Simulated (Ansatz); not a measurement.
System: CH5SSi, charge 0, doublet. CH5SSi (SMILES [CH2]S[SiH3], doublet).
B3LYP-D3(BJ)/def2-TZVP minimum from Ansatz (a quantum-chemistry and plane-wave program):
```xyz
8

Si     1.1936    -0.0449     0.6178
S     -0.4126    -0.1771    -0.8076
C     -1.7405     0.3969     0.1212
H      2.3938    -0.5236    -0.0979
H      1.3713     1.3543     1.0661
H      0.9090    -0.8951     1.7954
H     -2.7012     0.4359    -0.3675
H     -1.6388     0.7092     1.1487
```
Charge 0, spin multiplicity 2.

Atomisation energy term by term, kcal/mol (programs: Ansatz). UHF or UKS for unpaired electrons; spin-orbit terms are left out. Cores are frozen in correlated methods. Rows without X2C or -DK are non-relativistic. CBS(X,Y): correlation extrapolated as X^-3, Hartree-Fock from the larger set. A bracket is a step between two methods taken in the basis named. '+ core + X2C': CCSD(T) terms for core correlation (cc-pwCVTZ, 1s frozen past Ne) and scalar relativity (cc-pVTZ-DK). Where a partner has so few electrons that a lower coupled-cluster level is exact, that level stands in.

```csv
term,basis,kcal/mol
Hartree-Fock,cc-pV(Q+d)Z,446.40
CCSD correlation,"CBS(cc-pV(T+d)Z,cc-pV(Q+d)Z)",141.27
(T),"CBS(cc-pV(T+d)Z,cc-pV(Q+d)Z)",8.22
CCSDT(Q) - CCSD(T),cc-pV(D+d)Z,0.56
core correlation,cc-pwCVTZ,1.20
scalar relativity,"X2C, cc-pVTZ-DK",-1.24
sum: De,,596.4
```
